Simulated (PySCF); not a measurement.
Computed shifts of a molecule C3H6BFO2, PBE/pcSseg-1 (PySCF), GIAO, gas phase, equivalent atoms averaged, in ppm (number of nuclei): ¹³C: 81.2 (1), 15.5 (1), 10.4 (1). ¹⁹F: -252.0 (1). ¹H: 4.87 (1), 4.25 (1), 4.08 (1), 1.76 (1), 0.96 (1), 0.03 (1). References: ¹⁷O against H2O (σ = 334.3 ppm); ¹¹B against BF3 (σ = 83.9 ppm); ¹³C against TMS (σ = 182.0 ppm); ¹⁹F against CFCl3 (σ = 133.6 ppm); ¹H against TMS (σ = 31.49 ppm), references at their B3LYP-D3(BJ)/def2-TZVP geometries, non-relativistic. Geometry: B3LYP-D3(BJ)/def2-SVP. The values are those of a single conformer.

**Question.** Pick the molecule that these values belong to.
A. C=C[C@@H](F)B(O)O
B. OB(O)[C@@H]1C[C@@H]1F
C. O=CB(CO)CF
D. O[C@@H]1C[C@H](O)B1F

**Answer.** B, OB(O)[C@@H]1C[C@@H]1F
